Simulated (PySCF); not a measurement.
SMILES c1c(C=Cc2[se]ccc2)[se]cc1, GFN2-xTB optimised geometry.

```
20

C      0.39     0.55     0.00
C     -0.39    -0.55     0.00
C     -1.82    -0.55     0.00
C     -2.63    -1.66     0.00
C     -4.01    -1.39     0.00
C     -4.34    -0.07     0.00
Se    -2.85     1.03     0.00
C      1.82     0.55     0.00
C      2.63     1.66     0.00
C      4.01     1.39     0.00
C      4.34     0.07     0.00
Se     2.85    -1.03     0.00
H     -0.08     1.53     0.00
H      0.08    -1.53     0.00
H     -2.23    -2.66     0.00
H     -4.75    -2.18     0.00
H     -5.33     0.34     0.00
H      2.23     2.66     0.00
H      4.75     2.17     0.00
H      5.33    -0.35     0.00
```

Density from PBE/def2-SVP run with PySCF at that geometry.

Minimum of the electron density along straight lines between bonded atoms, close to the bond critical point (lines longer than 1.1 times the sum of covalent radii, or with two minima, are not listed):

| bond | length / Å | ρ at the minimum / e bohr⁻³ | ∇²ρ there / e bohr⁻⁵ | position (fraction from the first atom) |
|---|---|---|---|---|
| C1–C2 | 1.346 | 0.329 | -0.83 | 0.50 |
| C2–C3 | 1.426 | 0.284 | -0.67 | 0.49 |
| C3–C4 | 1.374 | 0.313 | -0.75 | 0.51 |
| C4–C5 | 1.409 | 0.295 | -0.70 | 0.50 |
| C5–C6 | 1.359 | 0.319 | -0.78 | 0.49 |
| C3–Se7 | 1.887 | 0.163 | -0.17 | 0.48 |
| C6–Se7 | 1.853 | 0.172 | -0.19 | 0.49 |
| C1–C8 | 1.427 | 0.284 | -0.67 | 0.49 |
| C8–C9 | 1.373 | 0.313 | -0.76 | 0.51 |
| C9–C10 | 1.409 | 0.295 | -0.70 | 0.50 |
| C10–C11 | 1.359 | 0.319 | -0.78 | 0.49 |
| C8–Se12 | 1.887 | 0.163 | -0.17 | 0.48 |
| C11–Se12 | 1.853 | 0.172 | -0.19 | 0.49 |
| C1–H13 | 1.087 | 0.276 | -1.01 | 0.63 |
| C2–H14 | 1.087 | 0.276 | -1.01 | 0.63 |
| C4–H15 | 1.077 | 0.280 | -1.05 | 0.63 |
| C5–H16 | 1.077 | 0.280 | -1.06 | 0.63 |
| C6–H17 | 1.075 | 0.281 | -1.07 | 0.64 |
| C9–H18 | 1.077 | 0.280 | -1.05 | 0.63 |
| C10–H19 | 1.077 | 0.280 | -1.06 | 0.63 |
| C11–H20 | 1.075 | 0.281 | -1.07 | 0.64 |
